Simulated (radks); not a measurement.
Results of a calculation; reference values are marked as such.
Polarisability of the phosphorus ion P3+, [Ne] 3s2, at imaginary frequency. Level of theory: non-relativistic Kohn-Sham, LDA (Slater exchange, Perdew-Wang correlation), spin-polarised, spherical densities, point nucleus (a radial shooting solver on a logarithmic mesh with Libxc functionals). Response by self-consistent Sternheimer equations with the Hartree and adiabatic LDA kernel.

w (hartree)  alpha1(iw) (bohr^3)  alpha2(iw) (bohr^5)
0.00266                    6.485                13.60
0.0143                     6.480                13.60
0.0360                     6.451                13.58
0.0697                     6.357                13.52
0.118                      6.130                13.37
0.186                      5.674                13.04
0.280                      4.900                12.39
0.413                      3.827                11.23
0.605                      2.642                9.380
0.892                      1.612                6.920
1.35                      0.8886                4.328
2.12                      0.4559                2.234
3.59                      0.2226               0.9266
6.94                     0.09639               0.2880
17.5                     0.02500              0.05230

Static values: alpha1 = 6.485 bohr^3 (0.9610 angstrom^3; uncoupled 11.00), alpha2 = 13.60 bohr^5, alpha3 = 46.07 bohr^7. C6 = 16.05, C8 = 217.6, triple-dipole C9 = 76.39 atomic units. One-pole (London) frequency 4 C6 / (3 alpha1^2) = 0.509 hartree, against 1.677 for minus the highest occupied eigenvalue. The dipole shielding factor is 0.800, as the force sum rule N/Z = 0.800 demands.
